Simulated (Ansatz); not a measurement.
SnH3(NEt2) (C₄H₁₃NSn). Charge 0, multiplicity 1. Geometry PBE-D4/def2-SVP, basis def2-TZVP, Ansatz.

```json
{"run": "A", "HOMO (eV)": "-8.26", "LUMO (eV)": "1.39"}
{"run": "B", "HOMO (eV)": "-4.65", "LUMO (eV)": "-0.79"}
{"run": "C", "HOMO (eV)": "-4.93", "LUMO (eV)": "-0.54"}
{"run": "D", "HOMO (eV)": "-4.71", "LUMO (eV)": "-0.88"}
{"run": "E", "HOMO (eV)": "-7.20", "LUMO (eV)": "0.66"}
{"run": "F", "HOMO (eV)": "-5.97", "LUMO (eV)": "-0.07"}
```

In the def2 sets Sn takes a core potential; there is no spin–orbit coupling. Another isomer (singlet) lies 0.63 eV lower at PBE0-D4/def2-TZVP; other spin states weren't run for this one.

Question: The runs used BHLYP, PBE, PBE0, r2SCAN, revPBE, ωB97M-V. Estimate which is which.

Answer: A ωB97M-V (range-separated); B revPBE (0 % exact exchange); C r2SCAN (0 % exact exchange); D PBE (0 % exact exchange); E BHLYP (50 % exact exchange); F PBE0 (25 % exact exchange). Exact exchange lowers occupied and raises empty levels; among semilocal functionals meta-GGAs tend to open the gap a little, and such runs are hard to tell apart. The gap grows from 3.83 eV (PBE) to 9.64 eV (ωB97M-V).
